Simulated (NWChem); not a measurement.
All runs are NWChem calculations. System: OPb, charge 0, spin multiplicity 1, at a geometry optimised with B3LYP/def2-SVP with def2 effective core potentials on Pb. The structure started from a generated list of species. Level: PBE0/def2-SVPD with def2 effective core potentials on Pb.

NWChem printed:

```
             Northwest Computational Chemistry Package (NWChem) 7.3.0
             --------------------------------------------------------

                                NWChem Input Module
                                -------------------

 Scaling coordinates for geometry "geometry" by  1.889725989
 (inverse scale =  0.529177249)

 Turning off AUTOSYM since
 SYMMETRY directive was detected!

                             Geometry "geometry" -> ""
                             -------------------------

 Output coordinates in angstroms (scale by  1.889725989 to convert to a.u.)

  No.       Tag          Charge          X              Y              Z
 ---- ---------------- ---------- -------------- -------------- --------------
    1 Pb                  82.0000     0.00000000     0.00000000     0.17278700
    2 O                    8.0000     0.00000000     0.00000000    -1.77106900

 Effective nuclear repulsion energy (a.u.)     178.5833288802

            Nuclear Dipole moment (a.u.)
            ----------------------------
        X                 Y               Z
 ---------------- ---------------- ----------------
     0.0000000000     0.0000000000    -0.0000340151

      Symmetry information
      --------------------

 Group name             C2v
 Group number             16
 Group order               4
 No. of unique centers     2

      Symmetry unique atoms

     1    2


 Summary of "ao basis" -> "" (spherical)
 ------------------------------------------------------------------------------
       Tag                 Description            Shells   Functions and Types
 ---------------- ------------------------------  ------  ---------------------
 *                         def2-svpd                  on all atoms

                                 NWChem DFT Module
                                 -----------------

 Summary of "ao basis" -> "ao basis" (spherical)
 ------------------------------------------------------------------------------
       Tag                 Description            Shells   Functions and Types
 ---------------- ------------------------------  ------  ---------------------
 Pb                        def2-svpd                12       32   5s4p3d
 O                         def2-svpd                 9       23   4s3p2d

 Summary of "ao basis" -> "ao basis" (spherical)
 ------------------------------------------------------------------------------
       Tag                 Description            Shells   Functions and Types
[...]
    20     -0.137535  1 Pb d  0               1      0.132548  1 Pb s

 Vector   14  Occ=2.000000D+00  E=-2.725753D-01  Symmetry=b1
              MO Center= -3.5D-14, -2.2D-17, -1.5D+00, r^2= 1.5D+00
   Bfn.  Coefficient  Atom+Function         Bfn.  Coefficient  Atom+Function
  ----- ------------  ---------------      ----- ------------  ---------------
    37      0.558408  2 O  px                40      0.397491  2 O  px
    12      0.245282  1 Pb px                43      0.139823  2 O  px
    21     -0.106248  1 Pb d  1               9     -0.087742  1 Pb px
    15      0.087445  1 Pb px                 6     -0.085962  1 Pb px
    54     -0.046830  2 O  d  1

 Vector   15  Occ=2.000000D+00  E=-2.725753D-01  Symmetry=b2
              MO Center= -7.9D-17, -1.2D-14, -1.5D+00, r^2= 1.5D+00
   Bfn.  Coefficient  Atom+Function         Bfn.  Coefficient  Atom+Function
  ----- ------------  ---------------      ----- ------------  ---------------
    38      0.558408  2 O  py                41      0.397491  2 O  py
    13      0.245282  1 Pb py                44      0.139823  2 O  py
    19      0.106248  1 Pb d -1              10     -0.087742  1 Pb py
    16      0.087445  1 Pb py                 7     -0.085962  1 Pb py
    52      0.046830  2 O  d -1

 Vector   16  Occ=0.000000D+00  E=-8.629215D-02  Symmetry=b1
              MO Center=  6.9D-17,  2.1D-16,  1.3D-01, r^2= 3.9D+00
   Bfn.  Coefficient  Atom+Function         Bfn.  Coefficient  Atom+Function
  ----- ------------  ---------------      ----- ------------  ---------------
    15      0.651486  1 Pb px                12      0.509136  1 Pb px
    37     -0.279420  2 O  px                40     -0.229244  2 O  px
     9     -0.174909  1 Pb px                 6     -0.169689  1 Pb px
    43     -0.139389  2 O  px                21      0.082751  1 Pb d  1
    31     -0.062112  1 Pb d  1              26     -0.032783  1 Pb d  1

 Vector   17  Occ=0.000000D+00  E=-8.629215D-02  Symmetry=b2
              MO Center= -1.1D-16,  3.7D-16,  1.3D-01, r^2= 3.9D+00
   Bfn.  Coefficient  Atom+Function         Bfn.  Coefficient  Atom+Function
  ----- ------------  ---------------      ----- ------------  ---------------
    16      0.651486  1 Pb py                13      0.509136  1 Pb py
    38     -0.279420  2 O  py                41     -0.229244  2 O  py
    10     -0.174909  1 Pb py                 7     -0.169689  1 Pb py
    44     -0.139389  2 O  py                19     -0.082751  1 Pb d -1
    29      0.062112  1 Pb d -1              24      0.032783  1 Pb d -1

 Vector   18  Occ=0.000000D+00  E= 7.812720D-03  Symmetry=a1
              MO Center= -2.5D-15, -2.4D-15,  1.0D+00, r^2= 5.9D+00
   Bfn.  Coefficient  Atom+Function         Bfn.  Coefficient  Atom+Function
  ----- ------------  ---------------      ----- ------------  ---------------
     4      1.297974  1 Pb s                 17     -1.029499  1 Pb pz
     5     -0.630114  1 Pb s                 45     -0.539608  2 O  pz
    36     -0.449985  2 O  s                 30     -0.334099  1 Pb d  0
    35     -0.304540  2 O  s                 42     -0.281826  2 O  pz
    14     -0.250847  1 Pb pz                39     -0.247650  2 O  pz

 center of mass
 --------------
 x =   0.00000000 y =   0.00000000 z =   0.06418768

 moments of inertia (a.u.)
 ------------------
         200.414595846226           0.000000000000           0.000000000000
           0.000000000000         200.414595846226           0.000000000000
           0.000000000000           0.000000000000           0.000000000000

     Multipole analysis of the density
     ---------------------------------

     L   x y z        total         alpha         beta         nuclear
     -   - - -        -----         -----         ----         -------
     0   0 0 0     -0.000000    -15.000000    -15.000000     30.000000

     1   1 0 0     -0.000000     -0.000000     -0.000000      0.000000
     1   0 1 0     -0.000000     -0.000000     -0.000000      0.000000
     1   0 0 1      2.029948     10.810594     10.810594    -19.591239

     2   2 0 0    -22.570899    -11.285450    -11.285450      0.000000
     2   1 1 0     -0.000000     -0.000000     -0.000000      0.000000
     2   1 0 1     -0.000000     -0.000000     -0.000000      0.000000
     2   0 2 0    -22.570899    -11.285450    -11.285450      0.000000
     2   0 1 1     -0.000000     -0.000000     -0.000000      0.000000
     2   0 0 2    -31.790124    -61.873052    -61.873052     91.955980

 Task  times  cpu:        1.1s     wall:        1.1s

 Total times  cpu:        1.1s     wall:        1.1s
```

**Question.** Write an NWChem input that would produce this output.

**Answer.** This is not unique; one that fits is 
```
start mol
memory heap 200 mb stack 900 mb global 1100 mb
geometry units angstroms nocenter noautoz
  Pb     0.000000     0.000000     0.172787
  O      0.000000     0.000000    -1.771069
  symmetry group C2v
end
basis spherical
  * library def2-svpd
end
ecp
  Pb library def2-ecp
end
dft
  xc pbe0
  semidirect memsize 60000000 filesize 0
  iterations 100
end
task dft energy
```
